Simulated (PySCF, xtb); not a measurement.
CH4ClGeNSi, SMILES [CH]1[GeH2][Si@H](N=1)Cl.

Harmonic wavenumbers (cm⁻¹) from GFN2-xTB in xtb at its own minimum, in rising order: 87, 108, 195, 259, 336, 369, 413, 494, 534, 576, 614, 659, 772, 813, 830, 1219, 1584, 1733, 1840, 2283, 2970.

**Question.** What does PBE-D3(BJ)/def2-SVP (PySCF) give at its own minimum? (Estimate from the structure and the level; the computed values follow.)

**Answer.** 87, 125, 245, 311, 356, 426, 506, 526, 558, 647, 682, 724, 762, 832, 860, 1223, 1556, 2026, 2057, 2164, 2954. Paired by order, the mean absolute difference is 61 cm⁻¹ and the zero-point energies are 26.7 and 28.1 kcal/mol.
